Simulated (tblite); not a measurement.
C4H11GeNSi.
Numbering: `[CH3:1][C:2]#[C:3][Si@@H:4]([CH3:5])[GeH2:6][NH2:7]` (hydrogens: H8, H9, H10 on C1; H11 on Si4; H12, H13, H14 on C5; H15, H16 on Ge6; H17, H18 on N7)

Computed with GFN2-xTB (tblite), gas phase: L-BFGS steps from a force-field or distance-geometry start until the largest atomic force falls under 0.01 eV/Å.

At the end of the run (lengths in Å): Si4–C5 1.901, Ge6–N7 1.823, Si4–Ge6 2.349, N7–H18 1.010, C1–C2 1.446, Ge6–H16 1.516, C5–H13 1.086, C5–Si4–Ge6 111.7°, Si4–Ge6–N7 106.2°, C1–C2–C3 179.3°, C2–C3–Si4 176.8°, C3–Si4–Ge6–N7 38°, H15–Ge6–N7–H17 80°, H12–C5–Si4–C3 61°.

**Question.** These geometries were met on the way; a selection of coordinates is given. Order them by energy above the end point, lowest first.
A. Si4–C5 1.845, Ge6–N7 1.878, Si4–Ge6 2.319, N7–H18 1.049, C1–C2 1.484, Ge6–H16 1.548, C5–H13 1.113, C5–Si4–Ge6 107.7°, Si4–Ge6–N7 111.2°, C1–C2–C3 179.1°, C2–C3–Si4 178.3°, C3–Si4–Ge6–N7 28°, H15–Ge6–N7–H17 27°, H12–C5–Si4–C3 11°
B. Si4–C5 1.909, Ge6–N7 1.830, Si4–Ge6 2.364, N7–H18 1.009, C1–C2 1.442, Ge6–H16 1.518, C5–H13 1.088, C5–Si4–Ge6 106.1°, Si4–Ge6–N7 111.2°, C1–C2–C3 178.4°, C2–C3–Si4 174.3°, C3–Si4–Ge6–N7 31°, H15–Ge6–N7–H17 46°, H12–C5–Si4–C3 12°
C. Si4–C5 1.910, Ge6–N7 1.815, Si4–Ge6 2.346, N7–H18 1.011, C1–C2 1.450, Ge6–H16 1.514, C5–H13 1.087, C5–Si4–Ge6 109.6°, Si4–Ge6–N7 110.7°, C1–C2–C3 177.7°, C2–C3–Si4 177.7°, C3–Si4–Ge6–N7 31°, H15–Ge6–N7–H17 64°, H12–C5–Si4–C3 14°
D. Si4–C5 1.905, Ge6–N7 1.845, Si4–Ge6 2.304, N7–H18 1.013, C1–C2 1.444, Ge6–H16 1.539, C5–H13 1.085, C5–Si4–Ge6 106.4°, Si4–Ge6–N7 111.5°, C1–C2–C3 178.9°, C2–C3–Si4 177.1°, C3–Si4–Ge6–N7 30°, H15–Ge6–N7–H17 30°, H12–C5–Si4–C3 10°
E. Si4–C5 1.904, Ge6–N7 1.825, Si4–Ge6 2.314, N7–H18 1.005, C1–C2 1.441, Ge6–H16 1.500, C5–H13 1.088, C5–Si4–Ge6 104.7°, Si4–Ge6–N7 111.9°, C1–C2–C3 176.5°, C2–C3–Si4 174.4°, C3–Si4–Ge6–N7 32°, H15–Ge6–N7–H17 38°, H12–C5–Si4–C3 8°

**Answer.** C (0.057 eV), B (0.094 eV), E (0.158 eV), D (0.264 eV), A (0.487 eV).

```csv
step,E above end (eV),"rms distance from the end, all atoms (Å)",largest force (eV/Å),rms shift of all bonds from the end (Å)
29,0.057,0.375,0.174,0.004
15,0.094,0.415,0.153,0.005
7,0.158,0.429,0.301,0.012
3,0.264,0.443,0.589,0.014
0,0.487,0.450,2.487,0.028
```

Rows stand in the order of the answer.
